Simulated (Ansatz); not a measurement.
System: CLiN, net charge 0, singlet state. SMILES: [N]([Li])[C]
Geometry: optimised at B3LYP-D3(BJ)/def2-TZVP (Ansatz, a first-principles code).

Wanted: atomisation energy, in kcal/mol. Set-up: frozen cores in correlated levels; 6-31G* and kin with 6d, 5d where marked; dispersion terms only where a functional's name holds one; non-relativistic; UHF or UKS for open shells; atomisation electronic, to ground-state atoms; spin-orbit terms left out. Basis-set limits of correlation are two-point, X^-3; Hartree-Fock from the larger set. Ab initio and DFT rows: single points at B3LYP-D3(BJ) geometries (Ansatz).

| species | coefficient | E at B3LYP/6-31G* (Ansatz), Eh | E at PBE0/def2-TZVPD (Ansatz), Eh |
|---|---|---|---|
| [Li][N][C] | -1 | -100.37642 | -100.28110 |
| C atom | +1 | -37.84628 | -37.80543 |
| Li atom | +1 | -7.49098 | -7.46705 |
| N atom | +1 | -54.58449 | -54.54388 |

Coupled cluster (Ansatz) is a level with limits of its own, used here on species with T1 under 0.025 (0.045 for open shells) and stable references: CCSD(T)/CBS(def2-TZVPPD,def2-QZVPPD). Value to compare with, CCSD(T)/CBS(def2-TZVPPD,def2-QZVPPD) (Ansatz): 293.5 kcal/mol. 1 Eh = 627.5095 kcal/mol.

### Question
Work the quantity out at each level, and compare with CCSD(T)/CBS(def2-TZVPPD,def2-QZVPPD) (Ansatz).

### Answer

- B3LYP/6-31G*: the sum of coefficient times E is 0.45467 Eh, or 285.31 kcal/mol. Result: 285.3 kcal/mol. Its difference against CCSD(T)/CBS(def2-TZVPPD,def2-QZVPPD) (Ansatz) is -8.2 kcal/mol.
- PBE0/def2-TZVPD: the sum of coefficient times E is 0.46474 Eh, or 291.63 kcal/mol. Result: 291.6 kcal/mol. Its difference against CCSD(T)/CBS(def2-TZVPPD,def2-QZVPPD) (Ansatz) is -1.9 kcal/mol.
